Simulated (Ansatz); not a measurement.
`N#[C][SnH]([F])[F]` → `[F][Sn][F]` + `C#N`  (stannylene formation by 1,1-elimination)

Computed with Ansatz on PBE0-D4/def2-TZVP structures; ΔE is electronic, products minus reactants. CBS: MP2 limit from def2 TZ/QZ plus the TZ coupled-cluster correction, frozen cores. This one scheme is used for every species. DFT in def2-TZVPP. def2 core potentials past Kr. For Sn outer-core shells are correlated without core-valence functions, which leaves a few kJ/mol of doubt a bond.

(1) Is it downhill or uphill in electronic energy at CCSD(T)/CBS, and by how much? (Best estimate.)

(2) What do these levels give: revPBE-D4, PBE0-D4, ωB97X-V, PBE, revPBE, r2SCANh, CAM-B3LYP, RPA@PBE/def2-TZVPP, HF/def2-QZVPP, MP2/def2-QZVPP, MP2/CBS(def2), CCSD/CBS(def2)? (Best estimate.)

Largest T1 diagnostic among the species: 0.017.

Results:

(1) Computed: Downhill: ΔE = -12.1 kcal/mol.

(2) Ansatz gave: revPBE-D4 -17.8, PBE0-D4 -12.5, ωB97X-V -10.5, PBE -18.2, revPBE -20.9, r2SCANh -12.4, CAM-B3LYP -16.2, RPA@PBE/def2-TZVPP -10.9, HF/def2-QZVPP -11.2, MP2/def2-QZVPP -12.9, MP2/CBS(def2) -13.9, CCSD/CBS(def2) -12.9 kcal/mol.

From BLYP to BHLYP (50 % exact exchange), in def2-TZVPP and without D4, ΔE moves by +9.9 kcal/mol. The D4 term adds +2.3 kcal/mol with B3LYP and +1.2 kcal/mol with PBE0; it sums over pairs of atoms, weighted by their polarisabilities, and B3LYP, whose exchange is more repulsive, gets the larger term.

B3LYP here is the variant with VWN-RPA as its local correlation; programs differ in this.
